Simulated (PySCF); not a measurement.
# Ta⁶³⁺ (tantalum, charge +63): Hartree-Fock from Schrödinger to Dirac-Coulomb-Breit

Occupied: 1s1/2, 2s1/2, 2p1/2, 2p3/2. Hartree-Fock calculated with PySCF 2.14 in an uncontracted even-tempered set (19 s from 15 bohr⁻², ratio 2.3; 15 p from 18 bohr⁻², ratio 2.3), Gaussian nucleus throughout. NR is non-relativistic, sf-X2C the spin-free one-electron X2C Hamiltonian, X2C adds the bare one-electron spin-orbit term, X2C-SNSO screens it by Boettger's factors, DC is four-component Dirac-Coulomb, and the Gaunt and Breit terms are added at first order (total energies over the DC spinors, levels after relaxing the spinors in that mean field). QED terms are absent. Levels marked empty are virtual spinors of this ion.

```
   level (eV)        NR    sf-X2C       X2C  X2C-SNSO
        1s1/2  -67852.3  -73301.9  -73286.4  -73287.3
        2s1/2  -15374.5  -16946.6  -16942.8  -16943.0
        2p1/2  -14996.8  -15536.7  -16507.9  -16476.6
        2p3/2  -14996.8  -15536.7  -15146.6  -15156.7
3s1/2 (empty)   -6410.1   -6907.9   -6907.2   -6907.2
3p1/2 (empty)   -6281.3   -6500.0   -6759.1   -6750.8
3p3/2 (empty)   -6281.3   -6500.0   -6394.4   -6397.2
```

Problem. Where do the four-component calculations put these levels?

Solution. 1s1/2: DC -73371.0, DC+Gaunt -73145.6, DC+Breit -73160.4; 2s1/2: DC -16954.9, DC+Gaunt -16930.3, DC+Breit -16932.0; 2p1/2: DC -16485.1, DC+Gaunt -16441.8, DC+Breit -16446.1; 2p3/2: DC -15164.9, DC+Gaunt -15136.1, DC+Breit -15140.4; 3s1/2 (empty): DC -6910.1, DC+Gaunt -6903.5, DC+Breit -6904.3; 3p1/2 (empty): DC -6753.0, DC+Gaunt -6741.8, DC+Breit -6743.3; 3p3/2 (empty): DC -6398.9, DC+Gaunt -6391.5, DC+Breit -6393.0 (eV).

```
Hamiltonian  E (hartree)  E − E(DC) (hartree)  CPU seconds
         NR  -10032.8543             711.3200         0.34
     sf-X2C  -10725.2773              18.8970         0.26
        X2C  -10739.9580               4.2163         0.26
   X2C-SNSO  -10739.1054               5.0689         0.26
         DC  -10744.1743               0.0000           14
   DC+Gaunt  -10730.5782              13.5961           25
   DC+Breit  -10731.7541              12.4202           81
```

Weight of the small component: 1s1/2 0.0757, 2s1/2 0.0177, 2p1/2 0.0176, 2p3/2 0.0160, 3s1/2 0.00697, 3p1/2 0.00691, 3p3/2 0.00651.

Koopmans' value for the highest occupied level at DC+Breit: 15140.4 eV, against an ionisation energy of 15137 ± 19 eV (theoretical estimate listed by NIST; NIST Atomic Spectra Database, ionization energies); the former lacks relaxation, correlation, QED and recoil.

The whole ladder took 120 s of wall time on 1 thread of Intel(R) Xeon(R) Platinum 8488C (shared host), launched as `OMP_NUM_THREADS=1 python relrun2.py TASK.json OUT` (a driver that calls PySCF for each Hamiltonian).
